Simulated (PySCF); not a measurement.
Work out the structure from these simulated measurements.

Formula: C6H14BN.

- 1H NMR: chemical shifts (computed TMS as zero) by class: 2.74 (6 H), 1.47 (4 H), 0.73 (4 H) ppm [GIAO CAM-B3LYP/pcSseg-1]
- 13C NMR: chemical shifts (computed TMS as zero) by class: 41.9 (2 C), 30.4 (2 C), 20.0 (2 C) ppm [GIAO CAM-B3LYP/pcSseg-1]
- Triplet: lowest triplet excitation (Tamm–Dancoff): 5.79 eV [TDA CAM-B3LYP/def2-SVPD]
- Valence photoelectron: vertical ionisation energy: 8.94 eV [ΔSCF CAM-B3LYP/def2-SVPD]
- Polarisability: 92.9 au [CAM-B3LYP/def2-SVPD]
- UV, strongest line: among the 10 lowest singlet transitions: S3 at 7.27 eV (170 nm, f = 0.339) [TDDFT CAM-B3LYP/def2-SVPD]
- Rotational structure: rotational constants A, B, C: 3.801, 1.334, 1.037 GHz [PBE0-D3(BJ)/def2-SVP]
- Dipole: 1.44 D [CAM-B3LYP/def2-SVPD]

Electronic properties: PySCF, gas phase, density fitting. Levels stand in brackets. Geometry: PBE0-D3(BJ)/def2-SVP, one conformer, isolated molecule. NMR classes are plain means over equivalent atoms (diastereotopic ones count apart unless rotation or inversion swaps them), as if these changed places fast.

Question: What is the compound? Reason from the data.

Answer: Numbering: `[CH3:1][N:2]([CH3:3])[B:4]1[CH2:5][CH2:6][CH2:7][CH2:8]1`. 6 carbons fall into 3 classes; from least to most shielded: N-methyl carbon [C1/C3] (41.9 ppm, 2 C), ring CH2 carbon [C6/C7] (30.4 ppm, 2 C), ring sp3 carbon bound to boron [C5/C8] (20.0 ppm, 2 C). Hydrogen classes from least to most shielded: 6 H on 2 N-methyl carbons, C1/C3 (2.74 ppm, a mean of values up to 0.8 ppm apart in this geometry), 4 H on 2 ring CH2 carbons, C6/C7 (1.47 ppm, a mean of values up to 0.6 ppm apart in this geometry), 4 H on 2 like atoms (sp3 carbon bound to boron), C5/C8 (0.73 ppm). The first electron is taken from the HOMO, whose largest Löwdin shares are 0.50 on the boron-bound nitrogen, 0.10 on the three-coordinate boron and 0.09 on each of 2 atoms of one kind (N-methyl carbon). The optimised geometry has point group C2 and is an asymmetric top. Structure: `CN(C)B1CCCC1`. Computed isomers that give other values at the same levels: `CN(C)BC1CCC1` (rotational constant A: 4.826 GHz; this holds for the one conformer computed). The assignments are read from this structure; whether some other isomer fits the data as well wasn't checked.
